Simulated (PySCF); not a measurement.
CH7ClOSi2. Atoms are numbered in the order given.

```xyz
12

C      1.6228     0.3011    -2.4307
Si     0.4204    -0.7079    -1.3897
Si     0.1840     0.2601     0.7063
O     -0.1839     1.8605     0.4337
Cl    -1.3743    -0.6872     1.7072
H      1.6941    -0.0946    -3.4558
H      1.2821     1.3470    -2.4830
H      2.6311     0.2910    -1.9876
H      0.8959    -2.1138    -1.2154
H     -0.9348    -0.7442    -2.0151
H      1.3617     0.1436     1.6141
H     -0.2939     2.4320     1.2017
```
Charge 0, spin multiplicity 1.

The structure is a stationary point at ωB97X-D3(BJ)/def2-SVP. The structure was generated by enumeration; whether it is a known compound was not checked. One conformer was computed; it need not be the lowest.

Calculation: PBE/pcSseg-1 run with PySCF.

GIAO shieldings, no solvent; atoms listed in one row are averaged. δ = σ(ref) − σ: ¹³C against TMS (σ = 182.0 ppm); ²⁹Si against TMS (σ = 335.4 ppm); ¹⁷O against H2O (σ = 334.3 ppm); ³⁵Cl against HCl (σ = 936.5 ppm); ¹H against TMS (σ = 31.49 ppm), references at their B3LYP-D3(BJ)/def2-TZVP geometries, non-relativistic (without spin–orbit terms, shifts of atoms bonded to Cl or Br come out too high).

Computed chemical shifts:
| nucleus | atoms | count | δ (ppm) |
|---|---|---|---|
| ¹³C | C1 | 1 | -9.1 |
| ²⁹Si | Si3 | 1 | 15.5 |
| ²⁹Si | Si2 | 1 | -71.1 |
| ¹⁷O | O4 | 1 | 70.3 |
| ³⁵Cl | Cl5 | 1 | 90.9 |
| ¹H | H11 | 1 | 6.49 |
| ¹H | H10 | 1 | 4.21 |
| ¹H | H9 | 1 | 4.07 |
| ¹H | H12 | 1 | 2.20 |
| ¹H | H6, H7, H8 | 3 | 0.64 |
